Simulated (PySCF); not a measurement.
Bonding in `C=C=C(C#CC)[SiH2]C(=O)O`

Species: C₇H₈O₂Si.
Numbering: `[CH2:1]=[C:2]=[C:3]([C:4]#[C:5][CH3:6])[SiH2:7][C:8](=[O:9])[OH:10]` (hydrogens: H11, H12 on C1; H13, H14, H15 on C6; H16, H17 on Si7; H18 on O10)

Structure used (GFN2-xTB), in Å, numbered top down from 1:
```xyz
18
C7H8O2Si angstrom
C      0.7614    2.6010   -0.1742
C      0.3409    1.3842   -0.0642
C     -0.0257    0.1314    0.0425
C     -1.3855   -0.2380    0.1708
C     -2.5337   -0.5828    0.2648
C     -3.9200   -0.9801    0.3678
Si     1.2600   -1.2645    0.0307
C      2.9076   -0.4111   -0.4472
O      3.3924   -0.3444   -1.5484
O      3.4900    0.1612    0.6153
H      0.8613    3.0838   -1.1340
H      1.0204    3.1933    0.6897
H     -4.4640   -0.6603   -0.5214
H     -4.3787   -0.5203    1.2434
H     -3.9942   -2.0640    0.4569
H      0.9285   -2.2662   -0.9825
H      1.4211   -1.8376    1.3697
H      4.3094    0.6207    0.3595
```

Bond orders from the PBE0/pcSseg-1 density (PySCF). One conformer (not necessarily the lowest) at the GFN2-xTB geometry, without solvent, vibrations or thermal averaging.

(1) Where do the orders between heavy atoms depart from those drawn in the SMILES?

(2) Give the Mayer order of every bond, beside its length.

## Answers

(1) The largest departure is 0.662, at C4–C5 (drawn triple, 2.338). Drawn single, order above 1.12: C3–C4 (1.158) and C5–C6 (1.240). Drawn single, order below 0.88: C3–Si7 (0.811) and Si7–C8 (0.776). Drawn double or triple, more than 0.30 short of the drawn order: C4–C5 (2.338).

(2) 
| bond | drawn as | length (Å) | Mayer order |
| --- | --- | --- | --- |
| C1–C2 | double | 1.292 | 2.111 |
| C2–C3 | double | 1.310 | 1.840 |
| C3–C4 | single | 1.415 | 1.158 |
| C4–C5 | triple | 1.203 | 2.338 |
| C5–C6 | single | 1.446 | 1.240 |
| C3–Si7 | single | 1.898 | 0.811 |
| Si7–C8 | single | 1.916 | 0.776 |
| C8–O9 | double | 1.205 | 1.914 |
| C8–O10 | single | 1.340 | 1.096 |
| C1–H11 | single | 1.079 | 0.893 |
| C1–H12 | single | 1.079 | 0.895 |
| C6–H13 | single | 1.090 | 0.927 |
| C6–H14 | single | 1.090 | 0.926 |
| C6–H15 | single | 1.090 | 0.926 |
| Si7–H16 | single | 1.463 | 0.947 |
| Si7–H17 | single | 1.465 | 0.937 |
| O10–H18 | single | 0.974 | 0.916 |

By pair of heavy elements: C–C: lowest C3–C4 (1.158, 1.415 Å), highest C4–C5 (2.338, 1.203 Å); in 1 of the 10 pairs the longer bond (by over 0.003 Å) has the higher order (by 0.02 or more). C–Si: lowest Si7–C8 (0.776, 1.916 Å), highest C3–Si7 (0.811, 1.898 Å). C–O: lowest C8–O10 (1.096, 1.340 Å), highest C8–O9 (1.914, 1.205 Å).

Q: Sum the orders of all bonds at each heavy atom with more than one neighbour and set the sums beside the valence in the SMILES.

A: C1 3.899 (drawn 4), C2 3.951 (drawn 4), C3 3.809 (drawn 4), C4 3.496 (drawn 4), C5 3.578 (drawn 4), C6 4.019 (drawn 4), Si7 3.471 (drawn 4), C8 3.786 (drawn 4), O10 2.012 (drawn 2). Orders between atoms that aren't bonded are not in these sums.

Mayer orders depend on the basis set.
